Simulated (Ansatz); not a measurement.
A made-up structure of AlH2Se (charge -1), singlet:

```tsv
atom	x (Å)	y (Å)	z (Å)
Al1	-0.0727	-0.0261	-0.0365
Se2	1.8192	0.6534	0.9109
H3	2.9370	0.9267	1.8886
H4	-0.5960	-1.5614	-0.0957
```

It is relaxed with PBE-D4/def2-SVPD and then PBE0-D4/def2-TZVPD (Ansatz 0.2.0). Atoms count as bonded within 1.22 times the sum of their covalent radii (H–H: 0.88 Å). The end point is not checked to be a true minimum.

Q: Does its bonding change? (Judge from chemistry; the calculation decides.)

A: The calculation gives: No: no bond forms or breaks.

Where it ends: The first stage lowers the energy by 1.22 eV in 10 steps. It ends as AlH₂Se ([AlH][SeH]), total charge -1:
Al1  (-0.170, 0.095, -0.273)
Se2  (1.793, 1.193, 0.835)
H3  (2.358, 0.101, 1.646)
H4  (0.107, -1.396, 0.459)
(Å)

Labels in which every atom is bracketed show which atoms are joined, not bond orders.

For scale, one of the runs: PBE0-D4/def2-TZVPD relaxation, 118 basis functions, launched by `ansatz run in.yaml --threads 2 --pin off --events-out ev --progress --plain --max-ram 4352MiB`. Hardware: 2 CPU threads of an Intel Xeon Platinum 8259CL, shared host. Wall time about 11 s.
